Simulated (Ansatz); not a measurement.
The lowest singlet and triplet of SiH2 (SMILES [SiH2]); geometries from B3LYP-D3(BJ)/def2-TZVP, each state relaxed from the structure named, with no frequency check.
Singlet (charge 0, multiplicity 1):
```xyz
3

Si    -0.00044     0.13285     0.00000
H     -1.08803    -0.93358     0.00000
H      1.09418    -0.92637     0.00000
```
Triplet (charge 0, multiplicity 3):
| atom | x (Å) | y (Å) | z (Å) |
|---|---|---|---|
| Si | -0.0003 | 0.0950 | 0.0000 |
| H | -1.2738 | -0.6683 | 0.0000 |
| H | 1.2775 | -0.6611 | 0.0000 |

A positive gap puts the triplet lower; no zero-point energy. R- takes a restricted singlet. The triplet is unrestricted in single-reference levels. Active spaces average the two states.

Frozen-core correlation.

Run with Ansatz (Gaussian basis) for Hartree–Fock, density functionals and correlated methods. 

R-PBE/def2-TZVPP gives -0.700 eV for the gap E(singlet) − E(triplet), adiabatic.

### Question
How do the other levels lie against it? Give each less PBE: R-r2SCAN/def2-TZVPP, R-PBE0/def2-TZVPP, R-wB97M-V/def2-TZVPP, R-B2PLYP/def2-TZVPP, R-MP2/cc-pV(Q+d)Z, R-CCSD(T)/cc-pV(Q+d)Z, SC-NEVPT2 on SA-CASSCF(6,6)/cc-pV(Q+d)Z, FIC-MRCISD+Q on SA-CASSCF(6,6)/cc-pV(Q+d)Z, FCI/cc-pV(D+d)Z.

### Answer
R-r2SCAN/def2-TZVPP 0.233; R-PBE0/def2-TZVPP 0.053; R-wB97M-V/def2-TZVPP -0.348; R-B2PLYP/def2-TZVPP -0.161; R-MP2/cc-pV(Q+d)Z -0.039; R-CCSD(T)/cc-pV(Q+d)Z -0.178; SC-NEVPT2 on SA-CASSCF(6,6)/cc-pV(Q+d)Z -0.212; FIC-MRCISD+Q on SA-CASSCF(6,6)/cc-pV(Q+d)Z -0.183; FCI/cc-pV(D+d)Z -0.126 eV. 2 of 9 lie above PBE; the widest gap is to R-wB97M-V/def2-TZVPP.

Doubts at one or more of the structures used: a restricted determinant that unrestricted orbitals would lower (R-r2SCAN/def2-TZVPP, R-B2PLYP/def2-TZVPP, R-MP2/cc-pV(Q+d)Z, R-CCSD(T)/cc-pV(Q+d)Z).

Measured: singlet below triplet (a) by 7340 ± 240 cm-1 = 21.0 kcal/mol (with zero-point energy) [Jacox, NIST Chemistry WebBook].

Ansatz is a first-principles code.
